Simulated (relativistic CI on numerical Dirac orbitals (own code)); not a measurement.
**F⁴⁺: calculation against measurement**

Computed by Dirac-Coulomb-Breit CI, KLI orbitals optimised for each configuration, model QED (radiative potential, 1s self-energy scaled to tabulated hydrogen-like ionisation energies), valence Slater integrals scaled by 0.85, configuration energies shifted to the measured levels that pair with them (semi-empirical) (own radial code, finite nucleus).

CI space (outside the closed core 1s2): 2s2 2p, 2s 2p2, 2p3, 2s2 3s, 2s2 3d, 2s 2p 3p, 2s 2p 3d, 2s2 4s, 2s2 4d, 2p2 3s, 2s2 5d, 2s 2p 4d, 2s2 6d, 2p2 3d, 2s2 3p, 2p2 3p, 2s 2p 3s, 2s2 4p, 2s2 4f, 2s 2p 4s, 2s 2p 4p, 2s 3s2, 2s 2p 4f, 2s 3s 3p, 2s 3s 3d, 2s 3p2, 2s 3p 3d, 2s 3d2, 2p 3s2, 2p 3s 3p. Levels of other configurations are missing.

```tsv
Configuration	Term (tabulated)	J	Measured (cm⁻¹)	Computed	Error	Purity (%)
2s2 2p	2P°	1/2	0.0	0	0	97
2s2 2p	2P°	3/2	746.0	736	-10	97
2s 2p2	2D	5/2	152876.0	157824	4948	100
2s 2p2	2D	3/2	152898.0	157850	4952	99
2s 2p2	2S	1/2	197565.0	196153	-1412	100
2s 2p2	2P	1/2	214881.0	214881	0	99
2s 2p2	2P	3/2	215348.0	215340	-8	99
2p3	2P°	1/2	347418.0	347420	2	96
2p3	2P°	3/2	347438.0	347436	-2	96
2s2 3s	2S	1/2	524751.0	524750	-1	94
2s2 3d	2D	3/2	602476.0	602479	3	94
2s2 3d	2D	5/2	602516.0	602513	-3	94
2s 2p 3p	2D	3/2	675932.0	677315	1383	98
2s 2p 3p	2D	5/2	676422.0	677791	1369	98
2s 2p 3p	2S	1/2	687806.0	687689	-117	98
2s 2p 3d	2D°	3/2	699293.0	701753	2460	98
2s 2p 3d	2D°	5/2	699389.0	701818	2429	93
2s2 4s	2S	1/2	712936.0	712937	1	95
2s 2p 3d	2P°	3/2	718472.0	718456	-16	91
2s 2p 3d	2P°	1/2	718691.0	718713	22	92
2s2 4d	2D	3/2	744010.0	744015	5	96
2s2 4d	2D	5/2	744036.0	744032	-4	96
2s 2p 3p	2D	3/2	751406.0	751111	-295	90
2s 2p 3p	2D	5/2	751452.0	751172	-280	91
2s 2p 3p	2S	1/2	760342.0	760457	115	89
2s 2p 3d	2D°	3/2	787725.0	786300	-1425	97
2s 2p 3d	2D°	5/2	787764.0	786358	-1406	97
2p2 3s	2P	1/2	797059.0	797061	2	79
2p2 3s	2P	3/2	797519.0	797530	11	79
2s2 5d	2D	3/2	808663.0	808666	3	100
2s2 5d	2D	5/2	808677.0	808673	-4	100
2s 2p 4d	2D°	3/2	841598.0	841427	-171	97
2s 2p 4d	2D°	5/2	841695.0	841573	-122	96
2s2 6d	2D	5/2	843497.0	843497	0	99
2s 2p 4d	2F°	5/2	847506.0	848555	1049	56
2s 2p 4d	2F°	7/2	847817.0	848873	1056	60
2p2 3d	2P	3/2	853035.0	853027	-8	97
2p2 3d	2P	1/2	853442.0	853450	8	97
```

Measured levels from Moore, Atomic Energy Levels, vol. I, NSRDS-NBS 35 (1971 reprint of NBS Circular 467, 1949); pairs were made by configuration, J and term (by order where the table uses no LS term), so strongly mixed levels may be paired wrongly. The analysis dates from before 1960.

Mean error by configuration (cm⁻¹): 2s2 2p -10; 2s 2p2 1696; 2p3 0; 2s2 3s -1; 2s2 3d 0; 2s 2p 3p 362; 2s 2p 3d 344; 2s2 4s 1; 2s2 4d 0; 2p2 3s 6; 2s2 5d 0; 2s 2p 4d 453; 2s2 6d 0; 2p2 3d 0. Over the excited levels the mean absolute error is 678 cm⁻¹ (37 of the 37 excited levels that our extract of the source holds in range could be paired), and the median relative error of those above 1,000 cm⁻¹ is 0.0034 %, both after the shifts were fitted to these levels, so that a configuration with one level shows no error.

Configurations whose levels could be paired with our table of measured levels were shifted onto them, all but the ground configuration, by the median error of their levels; single terms can still be off by 1,000 to 2,000 cm⁻¹ or more, and rates follow the energies as ν³ (E1, M1) or ν⁵ (E2). The others borrow a shift and can be off by several thousand cm⁻¹ or more. 37 of the 37 excited levels that our extract of the measured tables holds in this range could be paired (the sources list more); they are missed by 678 cm⁻¹ on average and 4952 at most, after the shifts were fitted to these levels, and levels without a partner can miss by more.

Shifts applied (cm⁻¹): 2s2 2p 0; 2s 2p2 4244; 2p3 -2747; 2s2 3s 974; 2s2 3d -88; 2s 2p 3p 1284; 2s 2p 3d 352; 2s2 4s -17004; 2s2 4d -16729; 2p2 3s -2002; 2s2 5d -17108; 2s 2p 4d -1758; 2s2 6d -17319; 2p2 3d -2607.
